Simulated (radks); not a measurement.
Dy III, configuration [Xe] 4f10. Calculated with a radial shooting solver on a logarithmic mesh with Libxc functionals: non-relativistic Kohn-Sham, revTPSS, spin-polarised, spherical densities, point nucleus; open shells are filled with parallel spins first (spin-orbit coupling, left out, can overturn this in heavy ions); meta-GGA in the generalised Kohn-Sham scheme; relativity is left out, which matters for an element this heavy.

Unscreened Slater integrals over Kohn-Sham orbitals (cm^-1). They are taken over the spin-up orbitals. Empty in this configuration: 5d.

F0(4f,4f): 253300
F2(4f,4f): 118390
F4(4f,4f): 73902
F6(4f,4f): 53062
F0(4f,5p): 152410
F2(4f,5p): 50030
G2(4f,5p): 25388
G4(4f,5p): 19586
F0(4f,5s): 167060
G3(4f,5s): 27634
F0(4f,5d): 108560
F2(4f,5d): 25320
F4(4f,5d): 12172
G1(4f,5d): 12382
G3(4f,5d): 9681.9
G5(4f,5d): 7282.3
F0(5p,5p): 126000
F2(5p,5p): 67944
F0(5p,5s): 132980
G1(5p,5s): 91148
F0(5p,5d): 98462
F2(5p,5d): 46675
G1(5p,5d): 54860
G3(5p,5d): 33580
F0(5s,5s): 141510
F0(5s,5d): 101450
G2(5s,5d): 36727
F0(5d,5d): 83820
F2(5d,5d): 42947
F4(5d,5d): 28032

Derived for the open shells (J is the average intra-shell exchange parameter used in DFT+U). 4f: F4/F2 = 0.624, F6/F2 = 0.448, J = (286 F2 + 195 F4 + 250 F6)/6435 = 9563 cm^-1.
